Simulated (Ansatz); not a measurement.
Program: Ansatz. Geometries: PBE0-D4/def2-TZVP. ΔE: electronic, gas phase. CCSD(T)/CBS is the MP2 limit (def2-TZVPP, def2-QZVPP) plus CCSD(T) − MP2 in def2-TZVPP, frozen cores. This one scheme is used for every species, atoms too. DFT in def2-TZVPP. No spin–orbit coupling; open shells (•) take unrestricted orbitals. Spin–orbit coupling would lower the free atoms: a little for C, Si; clearly for Br. Bonds to Br are less sure, by a few kJ/mol each and by 10 to 20 or more in all where they break to atoms, as the def2 sets lack core-valence functions. Scalar relativity is left out up to krypton. One conformer a species, not always the lowest.

Consider the atomization: `C[SiH](N)Br` → Br• + C• + 6 H• + N• + Si•.

```
       level  ΔE (kJ/mol)
 LDA (SPW92)       3917.4
HF/CBS(def2)       2557.4
```

Task: What does CCSD(T)/CBS give? (Best estimate.)

Result: Ansatz gave: +3489.3 kJ/mol. The listed levels differ from it by 428.1, -931.9 kJ/mol.

Largest T1 diagnostic among the species: 0.012.

The D4 term adds +34.9 kJ/mol with B3LYP and +18.3 kJ/mol with PBE0; it sums over pairs of atoms, weighted by their polarisabilities, and B3LYP, whose exchange is more repulsive, gets the larger term. From BLYP to BHLYP (50 % exact exchange), in def2-TZVPP and without D4, ΔE moves by −34.0 kJ/mol: exact exchange takes away binding that semilocal exchange gives to molecules.

B3LYP here is the variant with VWN-RPA as its local correlation; programs differ in this.

For atomizations the MP2-based limit and the directly extrapolated one differ by several kJ/mol either way, and by 10 to 25 for some Ge, Se and Sn compounds, so smaller differences from it don't rank the levels.
